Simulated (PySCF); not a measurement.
Isomers of C3H9FSi2, mass 120.023 u with the commonest isotopes. Method used: PBE0/def2-SVPD in PySCF (dipole) on a GFN2-xTB geometry, gas phase. One conformer each, none proved a minimum here; rigid rotors.

Problem. Order these by rotational constant A, largest first.
A. `[F:1][CH2:2][SiH:3]1[CH2:4][SiH2:5][CH2:6]1` with F1–C2–Si3–C4 -174°
B. `[CH2:1]=[C:2]([F:3])[Si@H:4]([CH3:5])[SiH3:6]` with C1–C2–Si4–C5 -4°
C. `[F:1][CH:2]1[CH2:3][SiH2:4][SiH2:5][CH2:6]1` with F1–C2–C3–Si4 67°, C2–C3–Si4–Si5 26°, C3–Si4–Si5–C6 0°, Si4–Si5–C6–C2 -26°

Solution. A (4896 MHz), C (2714 MHz), B (2612 MHz).

Problem. Order these by rotational constant B, largest first.
A. `[F:1][CH2:2][SiH:3]1[CH2:4][SiH2:5][CH2:6]1` with F1–C2–Si3–C4 -174°
B. `[F:1][CH:2]1[CH2:3][SiH2:4][SiH2:5][CH2:6]1` with F1–C2–C3–Si4 67°, C2–C3–Si4–Si5 26°, C3–Si4–Si5–C6 0°, Si4–Si5–C6–C2 -26°
C. `[CH2:1]=[C:2]([F:3])[Si@H:4]([CH3:5])[SiH3:6]` with C1–C2–Si4–C5 -4°

Solution. B (2301 MHz), C (1598 MHz), A (1217 MHz).

Problem. Order these by dipole moment, smallest first.
A. `[F:1][CH2:2][SiH:3]1[CH2:4][SiH2:5][CH2:6]1` with F1–C2–Si3–C4 -174°
B. `[CH2:1]=[C:2]([F:3])[Si@H:4]([CH3:5])[SiH3:6]` with C1–C2–Si4–C5 -4°
C. `[F:1][CH:2]1[CH2:3][SiH2:4][SiH2:5][CH2:6]1` with F1–C2–C3–Si4 67°, C2–C3–Si4–Si5 26°, C3–Si4–Si5–C6 0°, Si4–Si5–C6–C2 -26°

Solution. A (1.68 D), C (1.89 D), B (2.05 D).

```
               SMILES  point group  Ia (u·Å²)  Ib (u·Å²)  Ic (u·Å²)      κ  μa (D)  μb (D)  μc (D)
C=C(F)[Si@H](C)[SiH3]           C1     193.52     316.27     456.77  -0.35    0.18    1.97    0.52
    FC[SiH]1C[SiH2]C1           C1     103.21     415.11     449.04  -0.95    1.32    0.98    0.34
   FC1C[SiH2][SiH2]C1           Cs     186.24     219.62     314.06   0.25    0.00    0.00    1.89
```
